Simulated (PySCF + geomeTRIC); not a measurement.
A geometry relaxed with M06-2X/def2-TZVP run with PySCF + geomeTRIC, charge 0, multiplicity 1:

```xyz
5

H     -1.2066    -0.9550     0.0745
H     -0.7474     1.0778    -0.0941
O      0.8871    -0.4032     0.0366
B     -0.4189    -0.0668     0.0032
H      1.4857     0.3461    -0.0237
```

### Question
Write the SMILES of this molecule.

### Answer
`BO`
